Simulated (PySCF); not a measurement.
AlH2, SMILES [AlH2-] (connectivity only; charge and spin as stated), charge -1, multiplicity 1. Atoms are numbered in the order given.

```xyz
3

Al     0.0000     0.0000    -0.1550
H      0.0000     1.2352     1.0077
H      0.0000    -1.2352     1.0077
```
Charge -1, spin multiplicity 1.

Coordinates come from a B3LYP-D3(BJ)/def2-TZVPD optimisation.

All values below come from B3LYP/def2-TZVPD (PySCF).

Symmetry labels are those of the subgroup C2v that the program uses (full group C2v).

Question: List the valence orbital energies around the gap with their symmetry. (An estimate is asked for; the answer gives what the named calculation found.)

Answer: 
```tsv
orbital	symmetry	energy (eV)
HOMO−7	A1	-1518.14
HOMO−6	A1	-106.02
HOMO−5	B1	-66.74
HOMO−4	B2	-66.59
HOMO−3	A1	-66.54
HOMO−2	A1	-4.74
HOMO−1	B2	-1.75
HOMO	A1	0.72
LUMO	B1	3.35
LUMO+1	A1	4.00
LUMO+2	B2	5.02
LUMO+3	A1	5.43
```
